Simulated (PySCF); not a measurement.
Species: C6H5F.
Numbering: `[CH:1]#[C:2][C:3]1=[CH:4][CH2:5][C@H:6]1[F:7]` (hydrogens: H8 on C1; H9 on C4; H10, H11 on C5; H12 on C6)

The closed-shell ground state was solved at several levels (PySCF, density fitting, gas phase, non-relativistic). Geometry: GFN2-xTB; no solvent, vibrations or thermal averaging.

```json
{"level": "PBE0/pcSseg-1", "basis functions": "144", "HOMO (eV)": "-7.21", "LUMO (eV)": "-1.15", "gap (eV)": "6.06", "dipole (D)": "1.86"}
{"level": "B3LYP/pcJ-1", "basis functions": "239", "HOMO (eV)": "-6.98", "LUMO (eV)": "-1.33", "gap (eV)": "5.65", "dipole (D)": "1.87"}
```

Estimate the row for PBE0/def2-SVPD, a basis of 183 functions; the other rows only guide the guess.

HOMO -7.23 eV, LUMO -1.21 eV, gap 6.02 eV, dipole 1.96 D.

Over all these levels, which gives the widest orbital gap and which the narrowest?

PBE0/pcSseg-1 (global hybrid, 25 % exact exchange) has the widest, 6.06 eV, and B3LYP/pcJ-1 (global hybrid, 20 % exact exchange) the narrowest, 5.65 eV. Functional and basis both differ between the two, so the spread mixes both effects.

How far do the dipole and the HOMO energy spread over the levels?

The dipole runs from 1.86 to 1.96 D (mean 1.90 D) and the HOMO from -7.23 to -6.98 eV.
